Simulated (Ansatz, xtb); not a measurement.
**Two isomers of C6H10Si**

Structure I is `C=C/C=C/C=C/[SiH3]`, a singlet and structure II is `C=C/C=C/C(=C)[SiH3]`, a singlet. Both are isolated molecules in the gas phase, relaxed with PBE-D3(BJ)/def2-SVP; the shapes shown needn't be the lowest conformers.

I (Å):

```csv
atom,x (Å),y (Å),z (Å)
C,-1.7586,3.1071,0.3089
C,-1.6250,1.8715,0.8508
C,-0.6093,0.9151,0.4680
C,-0.4755,-0.3310,1.0147
C,0.5427,-1.2814,0.6263
C,0.6932,-2.5289,1.1582
Si,2.0203,-3.7379,0.6357
H,-1.0750,3.4603,-0.4807
H,-2.5498,3.7979,0.6359
H,-2.3288,1.5515,1.6404
H,0.1002,1.2255,-0.3212
H,-1.1828,-0.6451,1.8040
H,1.2394,-0.9447,-0.1651
H,-0.0207,-2.8337,1.9476
H,1.4192,-5.0151,0.1057
H,2.9038,-4.1165,1.7975
H,2.8661,-3.1103,-0.4399
```

II (Å):

```xyz
17

C     1.0056    2.8216    0.6577
C     0.1707    1.8696    1.1405
C     0.2001    0.4762    0.7470
C    -0.6444   -0.4785    1.2373
C    -0.6456   -1.8880    0.8658
C    -1.5392   -2.7528    1.4233
Si    0.5972   -2.5536   -0.4029
H     0.9417    3.8682    0.9905
H     1.7800    2.5757   -0.0876
H    -0.5938    2.1516    1.8872
H     0.9649    0.1931   -0.0003
H    -1.4007   -0.1677    1.9839
H    -2.2809   -2.4065    2.1659
H    -1.5636   -3.8222    1.1615
H     2.0146   -2.3385    0.0582
H     0.3526   -4.0264   -0.5786
H     0.4413   -1.8637   -1.7324
```

Question: Estimate E(II) − E(I) at the level CCSD(T)/def2-SVP + ΔMP2/def2-TZVPP.

Answer: CCSD(T)/def2-SVP + ΔMP2/def2-TZVPP gives E(II) − E(I) = +0.058 eV, slightly favouring structure I, which is too small a margin to settle the true order.

How the difference moves with the method:

| level | geometry | E(II) − E(I) (eV) | departure from the last row (eV) | job, with rough time for the two |
| --- | --- | --- | --- | --- |
| GFN2-xTB | GFN2-xTB | +0.079 | +0.021 | optimisation, 0.59 s |
| HF/STO-3G | GFN2-xTB | +0.110 | +0.052 | single point, 2.2 s |
| r2SCAN-D4/def2-SVP | GFN2-xTB | +0.108 | +0.050 | single point, 15 s |
| PBE-D3(BJ)/def2-SVP | PBE-D3(BJ)/def2-SVP | +0.104 | +0.046 | optimisation, 79 s |
| HF/def2-SVP | PBE-D3(BJ)/def2-SVP | +0.146 | +0.088 | part of the CCSD(T) run |
| MP2/def2-SVP | PBE-D3(BJ)/def2-SVP | +0.074 | +0.016 | part of the CCSD(T) run |
| CCSD(T)/def2-SVP | PBE-D3(BJ)/def2-SVP | +0.070 | +0.013 | single point |
| CCSD(T)/def2-SVP + ΔMP2/def2-TZVPP | PBE-D3(BJ)/def2-SVP | +0.058 |  | single point, 6.7 min |

As drawn, both hold the same kinds of bond in the same numbers.

The largest departure from CCSD(T)/def2-SVP + ΔMP2/def2-TZVPP is that of HF/def2-SVP, 0.088 eV. The last row adds to CCSD(T) the change of the MP2 difference between the two basis sets, here −0.013 eV.

With thermal terms from frequencies at re-optimised GFN2-xTB minima (ideal gas, soft modes damped towards free rotors, one conformer each, 298.15 K, 1 atm): the zero-point term adds +0.002 eV; ΔH is +0.052 and ΔG +0.073 eV.

The correlated steps freeze 11 core orbitals. Run with Ansatz 0.2.0, xtb 6.7.1; the last row on 2 threads of AMD EPYC (Zen 3) on a shared host.
